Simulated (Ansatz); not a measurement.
Here is a job for Ansatz (a program for electronic structure).
Ansatz 0.2 input:
```yaml
crystal:
  periodic: [false, false, false]
  atoms:
    - {symbol: C, position_ang: [-0.12204909, -0.00422136, 0.64509125]}
    - {symbol: F, position_ang: [-0.02347795, 1.13289904, -0.27210005]}
    - {symbol: F, position_ang: [0.00314120, -1.13074558, -0.28187669]}
    - {symbol: H, position_ang: [0.91532526, 0.00594698, 1.11524321]}
basis:
  gaussian:
    orbitals: aug-cc-pVDZ
total_charge: -1
magnetization: {spin_polarized: false}
correlation: {method: mp2, electrons: outside_noble_gas}
accuracy: high
```

Q: What does this run give for the total energy, MP2 correlation energy, number of basis functions?

A: 
```yaml
total_energy: -237.8414 Eh
MP2 correlation energy: -0.5676 Eh
number_of_basis_functions: 78
```

A gas-phase anion may not be bound at this level; its values then depend on the basis.
